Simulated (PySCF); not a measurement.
Molecule: Cd(SeH)(OSiH3), SMILES [SiH3][O][Cd][SeH] (H₄CdOSeSi), singlet. Atoms near the plane z = 1.0 Å, at the PBE0/def2-SVP optimised geometry (x, y, z in Å): Cd1 (-1.0, 1.0, 0.0), Se2 (-3.5, 1.2, 0.0), H3 (-3.5, 0.7, 1.4), O4 (0.9, 1.0, 0.0), Si5 (2.2, 0.0, -0.2), H7 (2.1, -1.2, 0.7), H8 (3.5, 0.7, 0.0).

Calculation: PBE0/def2-TZVP, def2 effective core potentials past Kr (PySCF). The core electrons that the potentials of Cd replace are not part of the density. The values are rescaled to run from 0 to 1.

```
|4444444444444444444444444444444|
|4444444444444444444444444444444|
|4444444444444444444444444444444|
|4444444444444444444444444444444|
|4444444444444444444444444444444|
|4444444444444444444444444444444|
|4444444444444444444444444444444|
|4444444444444444444444444444444|
|4444444444444444444444444444444|
|4444444444444444444444444444444|
|4444444444445444444444444444444|
|4444444444467654455444444444444|
|4444423544579854555544444444444|
|4444401444468754455444444444444|
|4444433444455544444444444444444|
|4444444444444444444444444444444|
|4444444444444444444444444444444|
|4444444444444444444443444444444|
|4444444444444444444441444444444|
|4444444444444444444444444444444|
|4444444444444444444444444444444|
|4444444444444444444444444444444|
|4444444444444444444444444444444|
|4444444444444444444444444444444|
|4444444444444444444444444444444|
|4444444444444444444444444444444|
|4444444444444444444444444444444|
|4444444444444444444444444444444|
|4444444444444444444444444444444|
|4444444444444444444444444444444|
|4444444444444444444444444444444|
```
Scale: ten equal steps from 0.000 (start of '0') to 1.00 (end of '9'), in the order '0123456789'; x runs from -5.50 to 5.50, y from -5.50 (bottom) to 5.50 (top).

**Question.** Which quantity is mapped?
A. Laplacian of the electron density
B. deformation density (molecule minus spherical neutral atoms)
C. an orbital amplitude
D. electron localisation function

**Answer.** A, Laplacian of the electron density. In full: Laplacian of the electron density (e/bohr⁵).
